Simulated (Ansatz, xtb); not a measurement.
**Ranking isomers of C3H11B2NSi**

6 gas-phase structures of C3H11B2NSi, from a drawn sample of its isomers (lower ones may exist). Each was relaxed with GFN2-xTB; where two conformers were screened, the lower at r2SCAN-D4/def2-SVP is listed:

A. `B[C@@H]1CNB(C)[SiH2]1`, a singlet
B. `BNB[C@@H]1CC[SiH2]1`, a singlet
C. `BNBC1C[SiH2]C1`, a singlet
D. `BN1B[SiH2]CCC1`, a singlet
E. `BN(B)C1C[SiH2]C1`, a singlet
F. `BN1B[SiH2]C[C@@H]1C`, a singlet

Estimate their order in r2SCAN-D4/def2-SVP energy at these geometries, lowest first.

Calculated order at r2SCAN-D4/def2-SVP: B (0.000), F (0.111), D (0.154), C (0.248), A (0.305), E (0.915) eV. Less than 1 kcal/mol parts F and D, so the order within that pair means little.

Energies above the lowest of each column, in eV; the last columns are at PBE-D3(BJ)/def2-SVP geometries and were run for some of them only (a dash: not run or not comparable):

```json
{"structure": "B", "GFN2-xTB": "0.582", "HF/STO-3G": "0.455", "r2SCAN-D4/def2-SVP": "0.000", "PBE-D3(BJ)/def2-SVP": "0.000", "CCSD(T)/def2-SVP + ΔMP2/def2-TZVPP": "0.000"}
{"structure": "F", "GFN2-xTB": "0.000", "HF/STO-3G": "0.111", "r2SCAN-D4/def2-SVP": "0.111", "PBE-D3(BJ)/def2-SVP": "0.095", "CCSD(T)/def2-SVP + ΔMP2/def2-TZVPP": "0.128"}
{"structure": "D", "GFN2-xTB": "0.087", "HF/STO-3G": "0.000", "r2SCAN-D4/def2-SVP": "0.154", "PBE-D3(BJ)/def2-SVP": "0.108", "CCSD(T)/def2-SVP + ΔMP2/def2-TZVPP": "0.183"}
{"structure": "C", "GFN2-xTB": "0.717", "HF/STO-3G": "0.583", "r2SCAN-D4/def2-SVP": "0.248", "PBE-D3(BJ)/def2-SVP": "0.220", "CCSD(T)/def2-SVP + ΔMP2/def2-TZVPP": "0.179"}
{"structure": "A", "GFN2-xTB": "1.146", "HF/STO-3G": "0.949", "r2SCAN-D4/def2-SVP": "0.305", "PBE-D3(BJ)/def2-SVP": "0.230", "CCSD(T)/def2-SVP + ΔMP2/def2-TZVPP": "0.458"}
{"structure": "E", "GFN2-xTB": "0.407", "HF/STO-3G": "0.957", "r2SCAN-D4/def2-SVP": "0.915", "PBE-D3(BJ)/def2-SVP": "–", "CCSD(T)/def2-SVP + ΔMP2/def2-TZVPP": "–"}
```

CCSD(T)/def2-SVP + ΔMP2/def2-TZVPP puts B lowest of those it was run on; GFN2-xTB picks F, HF/STO-3G picks D. CCSD(T)/def2-SVP + ΔMP2/def2-TZVPP orders those it was run on as B (0.000), F (0.128), C (0.179), D (0.183), A (0.458) eV. Less than 1 kcal/mol parts C and D, so the order within that pair means little. Flexible structures stand in one conformer each, not always the lowest. Frequencies (GFN2-xTB) were run for A, B, C, D, F alone. The ΔMP2 step shifts differences by up to 0.146 eV, which makes them less sure. ΔMP2 is the change of the MP2 energy from the smaller to the larger basis.

Over these structures GFN2-xTB departs from r2SCAN-D4/def2-SVP by 0.430 eV on average once a common shift is removed. A GFN2-xTB relaxation took about 0.21 s and the r2SCAN-D4/def2-SVP energy about 2.4 s on a shared host (Ansatz 0.2.0, xtb 6.7.1).
